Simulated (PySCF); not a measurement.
Worked example: oscillator strength and radiative lifetime

C2H4BClO2Si, SMILES [SiH2](C#CB(O)O)Cl.

The structure is a stationary point at PBE0-D3(BJ)/def2-SVP. This is a generated structure with no PubChem entry under its InChIKey; it may be hypothetical. Other conformers were not sampled.

TDA-B3LYP/def2-SVPD (PySCF 2.14.0) puts the first singlet state with f over 0.02 at 6.68 eV (vertical), with the transition dipole (-0.268, 0.403, 0.000) in atomic units.

Find the oscillator strength, the wavelength and the radiative lifetime that this transition would have in vacuum if emission retraced absorption.


|μ|² = 0.2342 au, so |μ| = 1.23 D. ΔE = 6.68/27.211 = 0.2455 hartree. f = (2/3) ΔE |μ|² = 0.038 (the program prints 0.038).
λ = 1239.84/6.68 = 186 nm; ν = 53878 cm⁻¹.
Einstein's coefficient A = 0.6670 ν² f s⁻¹ (ν in cm⁻¹) = 7.4e7 s⁻¹, so τ = 1/A = 13 ns. This state is S5; the lower singlets have f = 0.000, 0.008, 0.000, 0.003. The figure is the radiative limit of this one transition; relaxation, internal conversion, crossing to triplets and a medium change what is measured.
